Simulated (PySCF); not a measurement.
An equivalent PySCF input for I²⁺ (iodine, charge +2), [Kr] 4d10 5s2 5p3, high-spin 4S determinant, with a scalar-relativistic core potential:

```python
from pyscf import gto, scf, dft, mp, cc
import basis_set_exchange as bse
txt = bse.get_basis("def2-SVP", elements=["I"], fmt="nwchem", header=False)
cut = txt.index("\nECP")
mol = gto.M(atom="I 0 0 0", charge=2, spin=3, symmetry="D2h",
            basis=gto.basis.parse(txt[:cut]),
            ecp={"I": gto.basis.parse_ecp(txt[cut:])})
mf = dft.UKS(mol, xc="TPSS")
mf.irrep_nelec = {'Ag': (4, 4), 'B1g': (1, 1), 'B2g': (1, 1), 'B3g': (1, 1), 'B1u': (2, 1), 'B2u': (2, 1), 'B3u': (2, 1)}
mf.kernel()
```

It reaches the same state as the run whose output follows, with an energy that differs only through the grid. The run itself started from symmetry-adapted Hartree-Fock orbitals and held the occupation by maximum overlap, on a logarithmic radial grid, so the iterations belong to that start.

```
SCF conv_tol = 1e-09
number electrons alpha = 13  beta = 10
XC functionals = TPSS
    J. Tao, J. P. Perdew, V. N. Staroverov, and G. E. Scuseria.,  Phys. Rev. Lett. 91, 146401 (2003)
    J. P. Perdew, J. Tao, V. N. Staroverov, and G. E. Scuseria.,  J. Chem. Phys. 120, 6898 (2004)
    J. Tao, J. P. Perdew, V. N. Staroverov, and G. E. Scuseria.,  Phys. Rev. Lett. 91, 146401 (2003)
    J. P. Perdew, J. Tao, V. N. Staroverov, and G. E. Scuseria.,  J. Chem. Phys. 120, 6898 (2004)
cycle= 1 E= -296.484085069912  delta_E= -0.00379  |g|= 0.0191  |ddm|= 0.241
cycle= 2 E= -296.484124372152  delta_E= -3.93e-05  |g|= 0.00489  |ddm|= 0.00848
cycle= 3 E= -296.48412855652  delta_E= -4.18e-06  |g|= 0.000561  |ddm|= 0.00501
cycle= 4 E= -296.484128658143  delta_E= -1.02e-07  |g|= 9.19e-07  |ddm|= 0.000994
cycle= 5 E= -296.484128658143  delta_E= -1.14e-13  |g|= 1.41e-08  |ddm|= 9.71e-07
converged SCF energy = -296.484128658143  <S^2> = 3.7504852  2S+1 = 4.0002426
```

Energies and moments cover only the electrons outside the core potential.
